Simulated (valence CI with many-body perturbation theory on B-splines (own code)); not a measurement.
**Tl⁷⁵⁺: electric-dipole lines**

Calculated by valence CI with perturbative core correlation (CI+MBPT): four valence electrons over a frozen Dirac-Fock core [He], a basis of 11 s, 11 p, 10 d, 8 f, 5 g, 2 h functions for each j, with the one-electron correlation potential Σ1 (screened to all orders), the two-electron term Σ2, the three-electron term Σ3, Breit, model QED; selected single and double excitations, second order for the rest, scaled by the run's own slope (own B-spline code, finite nucleus).

No measured spectrum was set against this ion. As an estimate, large intervals hold to a few tenths of a per cent, small ones and those within an open d or f shell to about a per cent. Among the levels kept, up to 1200 cm⁻¹ of a level comes from second order outside the variational space, and about a tenth of that is noise between levels of different J, which matters for small intervals.

Lines 151 to 200 of 528 in falling wavelength, among levels below 18459 eV, chosen from the strongest by gf and those to the six lowest levels. Wavelengths and rates use the calculated energies. Electric multipoles are in the length gauge, E1 and E2 with the static RPA response of the core. Weak lines are less certain than strong ones. Lines between different terms over intervals too small for the method are left out, as are lines whose strength nearly cancels. The highest levels of a list are the least certain.

Levels are named by their leading jj configuration (3d3/2^4 stands for four electrons in 3d with j = 3/2), which in mixed levels can hold well under half, so a name can repeat and another be missing. Letters in brackets count levels of one name in rising energy.

| λ vac (Å) | Upper | Lower | A (s⁻¹) | log gf | Branch % |
| --- | --- | --- | --- | --- | --- |
| 4.950 | (2s 2p1/2 2p3/2^2) J=3 | (2s^2 2p1/2 2p3/2) J=2 | 6.96e+12 | -0.75 | 99.5 |
| 4.947 | (2p1/2 2p3/2^2 3p1/2) J=2 [a] | (2s 2p1/2 2p3/2 3p1/2) J=1 [b] | 1.62e+13 | -0.53 | 1.4 |
| 4.932 | (2p1/2 2p3/2^2 3s) J=3 | (2s 2p1/2 2p3/2 3s) J=2 [c] | 1.83e+13 | -0.33 | 10.2 |
| 4.929 | (2p1/2 2p3/2^2 3p1/2) J=2 [b] | (2s 2p1/2 2p3/2 3p1/2) J=1 [c] | 2.05e+13 | -0.43 | 1.9 |
| 4.927 | (2p1/2 2p3/2^2 3s) J=1 [a] | (2s 2p1/2 2p3/2 3s) J=0 | 1.13e+13 | -0.91 | 2.3 |
| 4.924 | (2s 2p3/2^2 3p3/2) J=2 | (2s^2 2p3/2 3p3/2) J=1 | 8.85e+12 | -0.79 | 1.2 |
| 4.921 | (2p1/2 2p3/2^2 3p1/2) J=3 | (2s 2p1/2 2p3/2 3p1/2) J=2 [c] | 2.06e+13 | -0.28 | 1.7 |
| 4.909 | (2p1/2 2p3/2^2 3s) J=2 [b] | (2s 2p1/2 2p3/2 3s) J=2 [c] | 7.13e+12 | -0.89 | 1.6 |
| 4.888 | (2p1/2 2p3/2^2 3s) J=2 [b] | (2s 2p1/2 2p3/2 3s) J=1 [b] | 1.55e+13 | -0.56 | 3.4 |
| 4.872 | (2s 2p3/2^3) J=2 | (2s^2 2p3/2^2) J=2 | 2.29e+13 | -0.39 | 98.9 |
| 4.858 | (2p1/2^2 2p3/2^2) J=2 | (2s 2p1/2^2 2p3/2) J=1 | 2.14e+13 | -0.42 | 47.4 |
| 4.849 | (2p1/2 2p3/2^3) J=1 | (2s 2p1/2 2p3/2^2) J=1 [a] | 3.30e+13 | -0.46 | 47.0 |
| 4.840 | (2p1/2 2p3/2^3) J=2 | (2s 2p1/2 2p3/2^2) J=1 [b] | 8.24e+12 | -0.84 | 12.0 |
| 4.833 | (2s 2p1/2 2p3/2 3d5/2) J=3 [c] | (2s^2 2p1/2 3d5/2) J=2 | 2.64e+13 | -0.19 | 4.5 |
| 4.833 | (2s 2p1/2 2p3/2 3p3/2) J=2 [c] | (2s^2 2p1/2 3p3/2) J=1 | 2.74e+13 | -0.32 | 6.0 |
| 4.833 | (2p1/2^2 2p3/2 3s) J=1 | (2s 2p1/2^2 3s) J=0 | 1.56e+13 | -0.79 | 3.4 |
| 4.831 | (2s 2p1/2 2p3/2 3d5/2) J=4 [c] | (2s^2 2p1/2 3d5/2) J=3 | 2.60e+13 | -0.09 | 3.2 |
| 4.830 | (2p1/2 2p3/2^3) J=2 | (2s 2p1/2 2p3/2^2) J=2 [b] | 4.17e+13 | -0.14 | 60.8 |
| 4.826 | (2s 2p1/2 2p3/2 3p3/2) J=3 [c] | (2s^2 2p1/2 3p3/2) J=2 | 2.76e+13 | -0.17 | 7.6 |
| 4.826 | (2p1/2^2 2p3/2 3p3/2) J=1 | (2s 2p1/2^2 3p3/2) J=1 | 1.90e+13 | -0.70 | 3.1 |
| 4.824 | (2p1/2^2 2p3/2 3d5/2) J=2 | (2s 2p1/2^2 3d5/2) J=2 | 1.65e+13 | -0.54 | 1.0 |
| 4.823 | (2p3/2^4) J=0 | (2s 2p3/2^3) J=1 | 9.27e+13 | -0.49 | 99.4 |
| 4.822 | (2s 2p3/2^3) J=1 | (2s^2 2p3/2^2) J=0 | 1.47e+13 | -0.81 | 25.8 |
| 4.817 | (2p1/2^2 2p3/2 3p3/2) J=3 | (2s 2p1/2^2 3p3/2) J=2 | 2.18e+13 | -0.28 | 3.9 |
| 4.817 | (2s 2p1/2 2p3/2 3d3/2) J=2 [c] | (2s^2 2p1/2 3d3/2) J=2 | 2.90e+13 | -0.30 | 9.1 |
| 4.815 | (2p1/2^2 2p3/2 3d5/2) J=4 | (2s 2p1/2^2 3d5/2) J=3 | 1.95e+13 | -0.21 | 50.5 |
| 4.815 | (2p1/2 2p3/2^3) J=2 | (2s 2p1/2 2p3/2^2) J=1 [a] | 6.47e+12 | -0.95 | 9.4 |
| 4.812 | (2s 2p1/2 2p3/2 3d3/2) J=1 [d] | (2s^2 2p1/2 3d3/2) J=1 | 2.52e+13 | -0.58 | 0.9 |
| 4.811 | (2s 2p1/2 2p3/2 3d3/2) J=2 [d] | (2s^2 2p1/2 3d3/2) J=1 | 2.68e+13 | -0.33 | 0.9 |
| 4.810 | (2s 2p1/2 2p3/2 3p1/2) J=0 | (2s^2 2p1/2 3p1/2) J=1 | 3.25e+13 | -0.95 | 4.2 |
| 4.809 | (2s 2p1/2 2p3/2 3s) J=0 | (2s^2 2p1/2 3s) J=1 | 3.22e+13 | -0.95 | 5.9 |
| 4.808 | (2s 2p1/2 2p3/2 3p1/2) J=1 [b] | (2s^2 2p1/2 3p1/2) J=1 | 3.15e+13 | -0.48 | 4.5 |
| 4.807 | (2s 2p1/2 2p3/2 3d3/2) J=3 [c] | (2s^2 2p1/2 3d3/2) J=2 | 2.60e+13 | -0.20 | 13.4 |
| 4.807 | (2s 2p1/2 2p3/2 3s) J=1 [b] | (2s^2 2p1/2 3s) J=1 | 2.52e+13 | -0.58 | 4.7 |
| 4.806 | (2p1/2^2 2p3/2 3d3/2) J=2 | (2s 2p1/2^2 3d3/2) J=2 | 1.13e+13 | -0.71 | 3.9 |
| 4.804 | (2s 2p1/2 2p3/2 3p1/2) J=2 [c] | (2s^2 2p1/2 3p1/2) J=1 | 2.88e+13 | -0.30 | 6.2 |
| 4.803 | (2s 2p1/2 2p3/2 3p1/2) J=1 [c] | (2s^2 2p1/2 3p1/2) J=0 | 3.02e+13 | -0.50 | 5.9 |
| 4.802 | (2s 2p1/2 2p3/2 3d5/2) J=2 [c] | (2s^2 2p1/2 3d5/2) J=3 | 6.69e+12 | -0.94 | 0.2 |
| 4.801 | (2s 2p1/2 2p3/2 3d5/2) J=3 [d] | (2s^2 2p1/2 3d5/2) J=3 | 2.86e+13 | -0.16 | 0.9 |
| 4.799 | (2s 2p1/2 2p3/2 3d3/2) J=1 [c] | (2s^2 2p1/2 3d3/2) J=2 | 2.78e+13 | -0.54 | 3.7 |
| 4.798 | (2s 2p1/2 2p3/2 3p3/2) J=0 [b] | (2s^2 2p1/2 3p3/2) J=1 | 3.08e+13 | -0.97 | 66.1 |
| 4.796 | (2p1/2 2p3/2^2 3p1/2) J=1 [b] | (2s 2p1/2 2p3/2 3p1/2) J=2 [c] | 2.66e+13 | -0.56 | 2.2 |
| 4.795 | (2p1/2 2p3/2^2 3s) J=1 [b] | (2s 2p1/2 2p3/2 3s) J=2 [c] | 2.62e+13 | -0.57 | 8.4 |
| 4.794 | (2p1/2^2 2p3/2 3d3/2) J=2 | (2s 2p1/2^2 3d3/2) J=1 | 1.03e+13 | -0.75 | 3.6 |
| 4.794 | (2p1/2 2p3/2^2 3s) J=0 | (2s 2p1/2 2p3/2 3s) J=1 [c] | 3.66e+13 | -0.90 | 15.2 |
| 4.793 | (2s 2p1/2 2p3/2 3d5/2) J=2 [c] | (2s^2 2p1/2 3d5/2) J=2 | 2.28e+13 | -0.41 | 0.7 |
| 4.792 | (2s 2p1/2 2p3/2 3d5/2) J=2 [d] | (2s^2 2p1/2 3d5/2) J=3 | 2.49e+13 | -0.37 | 1.1 |
| 4.792 | (2p1/2^2 2p3/2 3p1/2) J=1 | (2s 2p1/2^2 3p1/2) J=0 | 1.49e+13 | -0.81 | 1.2 |
| 4.792 | (2p1/2 2p3/2^2 3p1/2) J=1 [b] | (2s 2p1/2 2p3/2 3p1/2) J=1 [b] | 1.56e+13 | -0.79 | 1.3 |
| 4.791 | (2p1/2^2 2p3/2 3d5/2) J=3 | (2s 2p1/2^2 3d5/2) J=2 | 9.02e+12 | -0.66 | 0.3 |
